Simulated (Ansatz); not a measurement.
Reaction (ligand exchange at the Sn–C bond): `[CH3][Sn][SH]` + HCl → `[SH][Sn][Cl]` + CH₄

Calculated with Ansatz (gas phase, PBE0-D4/def2-TZVP geometries, no zero-point term in ΔE). CBS: MP2 limit from def2 TZ/QZ plus the TZ coupled-cluster correction, frozen cores. This one scheme is used for every species. DFT in def2-TZVPP. def2 core potentials past Kr. For Sn outer-core shells are correlated without core-valence functions, which leaves a few kJ/mol of doubt a bond. One conformer a species, not always the lowest.

```tsv
level	ΔE (kJ/mol)	difference from CCSD(T)/CBS
LDA (SPW92)	-163.7	1.1
r2SCAN-D4	-174.8	-10.0
PBE0-D4	-169.1	-4.3
PBE-QIDH	-166.2	-1.4
r2SCAN	-175.2	-10.4
PBE0	-170.1	-5.3
BHLYP	-177.4	-12.6
CAM-B3LYP	-172.8	-8.0
LC-ωPBE	-163.9	0.9
HF/def2-SVP	-183.2	-18.4
MP2/def2-SVP	-167.5	-2.7
CCSD(T)/def2-SVP	-164.9	-0.1
CCSD/def2-TZVPP	-157.5	7.3
HF/def2-QZVPP	-179.2	-14.4
SCS-MP2/def2-QZVPP	-167.4	-2.6
MP2/CBS(def2)	-170.0	-5.2
CCSD(T)/CBS	-164.8	0
```

Largest T1 diagnostic among the species: 0.015.

In def2-TZVPP, CCSD(T) changes the Hartree–Fock value by +21.9 kJ/mol (the triples alone add +0.8 kJ/mol) and MP2 by +16.8 kJ/mol. Leaving LDA and LC-ωPBE aside and taking each functional with its dispersion term where it has one, the values, not all of them listed here, spread over 14.6 kJ/mol, from B97M-V to PBE-QIDH. LDA lies +7.5 kJ/mol from PBE without D4.
